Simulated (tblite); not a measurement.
C8H5BF2.
Bonds: F1–B2, B2–F3, B2–C4, C4–C5 (double), C5–C6, C6–C7 (double), C7–C8, C8–C9 (double), C9–C10, C10–C11 (double), C4–C11, C6–C10. Hydrogens: H12 on C5; H13 on C7; H14 on C8; H15 on C9; H16 on C11.

Computed with GFN2-xTB (tblite), gas phase: L-BFGS steps from a force-field or distance-geometry start until the largest atomic force falls under 0.01 eV/Å.

The end geometry, which sets the zero of energy:
```
atom  x, y, z in Å
F1     -3.9011   -0.8307    0.4914
B2     -3.1143    0.1583    0.0916
F3     -3.7709    1.2505   -0.2719
C4     -1.5872    0.0420    0.0571
C5     -0.8372   -1.0459    0.4127
C6      0.5550   -0.7119    0.2272
C7      1.8260   -1.1747    0.3379
C8      2.7267   -0.1052   -0.0899
C9      2.0136    0.9834   -0.4510
C10     0.6052    0.6538   -0.2667
C11    -0.6553    1.1184   -0.3738
H12    -1.2190   -1.9848    0.7686
H13     2.1589   -2.1418    0.6724
H14     3.7964   -0.2064   -0.1037
H15     2.3932    1.9212   -0.8098
H16    -0.9974    2.0828   -0.7035
```

Question: These geometries come from the run, each turned onto the end geometry. Order them by energy, lowest first.
A.
```
atom  x, y, z in Å
F1     -3.8506   -0.8910    0.4321
B2     -3.1012    0.1496    0.0934
F3     -3.7398    1.3115    0.1061
C4     -1.5968    0.0154   -0.0803
C5     -0.8683   -1.0527    0.3454
C6      0.5383   -0.7126    0.2180
C7      1.8122   -1.1584    0.3798
C8      2.7186   -0.0894   -0.0491
C9      2.0117    0.9787   -0.4527
C10     0.5990    0.6387   -0.3092
C11    -0.6567    1.0887   -0.4772
H12    -1.2483   -1.9823    0.7258
H13     2.1009   -2.1269    0.7555
H14     3.7925   -0.1445   -0.0415
H15     2.4022    1.9136   -0.8186
H16    -0.9211    2.0706   -0.8388
```
B.
```
atom  x, y, z in Å
F1     -3.8727   -0.8862    0.4208
B2     -3.1042    0.1544    0.1316
F3     -3.7561    1.3055    0.0812
C4     -1.5862    0.0298   -0.0543
C5     -0.8443   -1.0537    0.3371
C6      0.5478   -0.7146    0.2025
C7      1.8138   -1.1652    0.3801
C8      2.7198   -0.0953   -0.0428
C9      2.0123    0.9790   -0.4522
C10     0.6077    0.6422   -0.3116
C11    -0.6438    1.1040   -0.4857
H12    -1.2482   -1.9748    0.7171
H13     2.1275   -2.1217    0.7524
H14     3.7903   -0.1733   -0.0290
H15     2.3923    1.9116   -0.8177
H16    -0.9633    2.0672   -0.8409
```
C.
```
atom  x, y, z in Å
F1     -3.8845   -0.8691    0.4232
B2     -3.1117    0.1685    0.1315
F3     -3.7767    1.3085    0.0066
C4     -1.5888    0.0363    0.0014
C5     -0.8443   -1.0543    0.3605
C6      0.5502   -0.7185    0.1890
C7      1.8198   -1.1622    0.3602
C8      2.7251   -0.0961   -0.0562
C9      2.0199    0.9761   -0.4731
C10     0.6070    0.6388   -0.3291
C11    -0.6523    1.1026   -0.4483
H12    -1.2301   -1.9930    0.7158
H13     2.1482   -2.1119    0.7405
H14     3.7922   -0.1865   -0.0041
H15     2.4120    1.9118   -0.8218
H16    -0.9933    2.0581   -0.8074
```
D.
```
atom  x, y, z in Å
F1     -3.9091   -0.8286    0.4734
B2     -3.1125    0.1639    0.1021
F3     -3.7535    1.2839   -0.2031
C4     -1.5877    0.0324    0.0428
C5     -0.8385   -1.0591    0.3879
C6      0.5544   -0.7262    0.1998
C7      1.8286   -1.1694    0.3504
C8      2.7262   -0.0989   -0.0788
C9      2.0101    0.9764   -0.4713
C10     0.6026    0.6369   -0.3016
C11    -0.6563    1.1101   -0.3840
H12    -1.2213   -2.0007    0.7353
H13     2.1696   -2.1189    0.7243
H14     3.7961   -0.1901   -0.0624
H15     2.3813    1.9119   -0.8443
H16    -0.9975    2.0854   -0.6819
```
E.
```
atom  x, y, z in Å
F1     -3.9086   -0.8451    0.4475
B2     -3.1146    0.1648    0.1195
F3     -3.7602    1.2965   -0.1227
C4     -1.5891    0.0352    0.0344
C5     -0.8369   -1.0556    0.3769
C6      0.5533   -0.7262    0.1796
C7      1.8240   -1.1713    0.3502
C8      2.7267   -0.0969   -0.0619
C9      2.0125    0.9718   -0.4760
C10     0.6024    0.6337   -0.3286
C11    -0.6566    1.1098   -0.4049
H12    -1.2090   -1.9958    0.7373
H13     2.1491   -2.1259    0.7259
H14     3.7988   -0.1666   -0.0214
H15     2.3991    1.9015   -0.8456
H16    -0.9988    2.0790   -0.7217
```

Answer: D (0.002 eV), E (0.007 eV), C (0.016 eV), B (0.033 eV), A (0.073 eV).

In the order of the answer:

| step | E above end (eV) | largest force (eV/Å) | rms force component (eV/Å) | rms distance from end (Å) | rms bond change (Å) | bond most changed (Å) |
| --- | --- | --- | --- | --- | --- | --- |
| 36 | 0.002 | 0.04 | 0.013 | 0.035 | 0.000 | B2–F3 +0.001 |
| 25 | 0.007 | 0.06 | 0.024 | 0.058 | 0.001 | C4–C11 +0.002 |
| 18 | 0.016 | 0.11 | 0.033 | 0.094 | 0.001 | C7–C8 -0.003 |
| 8 | 0.033 | 0.25 | 0.072 | 0.116 | 0.003 | C9–C10 -0.007 |
| 4 | 0.073 | 0.64 | 0.180 | 0.124 | 0.005 | B2–C4 -0.012 |

What follows is the cost of the whole relaxation. The run took 0.66 s of wall time on one thread of an Arm Neoverse N1, shared host with 64 logical CPUs at a one-minute load of 25.
